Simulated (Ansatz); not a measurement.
```yaml
crystal:
  periodic: [false, false, false]
  atoms:
    - {symbol: C, position_ang: [-1.586622, -0.272768, -1.586540]}
    - {symbol: C, position_ang: [-2.606129, -0.007305, -0.492032]}
    - {symbol: C, position_ang: [-2.982484, -1.300665, 0.220079]}
    - {symbol: N, position_ang: [-2.085231, 0.984082, 0.429875]}
    - {symbol: Hf, position_ang: [-0.194712, 1.704465, 0.774392]}
    - {symbol: O, position_ang: [-0.337656, 2.596369, 2.490029]}
    - {symbol: O, position_ang: [0.405845, 2.794120, -0.722538]}
    - {symbol: N, position_ang: [1.166503, 0.180572, 0.912132]}
    - {symbol: C, position_ang: [2.036648, -0.396034, -0.098512]}
    - {symbol: C, position_ang: [3.487173, 0.028007, 0.098177]}
    - {symbol: C, position_ang: [1.914443, -1.913609, -0.138048]}
    - {symbol: H, position_ang: [-1.333802, 0.648191, -2.118816]}
    - {symbol: H, position_ang: [-1.965616, -0.992810, -2.314717]}
    - {symbol: H, position_ang: [-0.669572, -0.689963, -1.156926]}
    - {symbol: H, position_ang: [-3.513388, 0.388085, -0.975290]}
    - {symbol: H, position_ang: [-3.717352, -1.112017, 1.007137]}
    - {symbol: H, position_ang: [-2.095777, -1.740378, 0.685805]}
    - {symbol: H, position_ang: [-3.410984, -2.030031, -0.473884]}
    - {symbol: H, position_ang: [-2.797525, 1.257957, 1.097403]}
    - {symbol: H, position_ang: [-0.182661, 3.331817, 3.074173]}
    - {symbol: H, position_ang: [0.185614, 3.287049, -1.506921]}
    - {symbol: H, position_ang: [1.355923, -0.239825, 1.816024]}
    - {symbol: H, position_ang: [1.708470, -0.004716, -1.070509]}
    - {symbol: H, position_ang: [3.858573, -0.329498, 1.064126]}
    - {symbol: H, position_ang: [3.571003, 1.116288, 0.085379]}
    - {symbol: H, position_ang: [4.134215, -0.380525, -0.683547]}
    - {symbol: H, position_ang: [2.244172, -2.343128, 0.814049]}
    - {symbol: H, position_ang: [2.532340, -2.345213, -0.930064]}
    - {symbol: H, position_ang: [0.878579, -2.218517, -0.300455]}
basis:
  gaussian: {orbitals: def2-TZVPP, point_charges: [{charge: -1.00, position_ang: [8.280, -0.705, -0.252]}]}
magnetization: {spin_polarized: true, initial_magnetization: 1}
hamiltonian: {xc: {name: r2SCANh}, dispersion: d4, pseudopotentials: {relativity: scalar}}
accuracy: high
output: {forces: true}
```

```sh
$ ansatz run in.yaml --threads 11 --pin off --events-out ev --progress --plain --max-ram 174080MiB --backend cuda --devices 0, --max-vram 75GiB
```

It prints (some lines left out):

```
Error: a molecule whose nuclei and cores have a total charge of 96 cannot have a net charge of 0 together with 1 unpaired electrons
```

(1) Something in this input is off. What?

Results:

(1) The number of unpaired electrons doesn't fit the electron count. The program refused the input.
